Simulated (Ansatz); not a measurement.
Consider the redistribution: `O[Si](O)(Cl)[SiH](Cl)Cl` + `CCN[SiH2]Cl` → `O[Si](O)(Cl)N[SiH2]Cl` + `CC[SiH](Cl)Cl`.

Computed with Ansatz on PBE0-D4/def2-TZVP structures; ΔE is electronic, products minus reactants. CBS: MP2 limit from def2 TZ/QZ plus the TZ coupled-cluster correction, frozen cores. Functionals use def2-TZVPP. B3LYP here is the variant with VWN-RPA as its local correlation; programs differ in this. One conformer a species, not always the lowest.

```tsv
level	ΔE (kcal/mol)	difference from CCSD(T)/CBS
PBE-D4	-33.3	6.3
r2SCAN-D4	-38.7	0.9
PBE0-D4	-36.1	3.5
B3LYP-D4	-36.9	2.7
B2PLYP	-38.6	1.0
PBE	-32.9	6.7
r2SCAN	-38.7	0.9
SCS-MP2/def2-TZVPP	-40.8	-1.2
MP2/def2-QZVPP	-42.0	-2.4
MP2/CBS(def2)	-41.9	-2.3
CCSD(T)/CBS	-39.6	0
```

Largest T1 diagnostic among the species: 0.011.

From PBE to PBE0 (25 % exact exchange), in def2-TZVPP and without D4, ΔE moves by −2.9 kcal/mol.
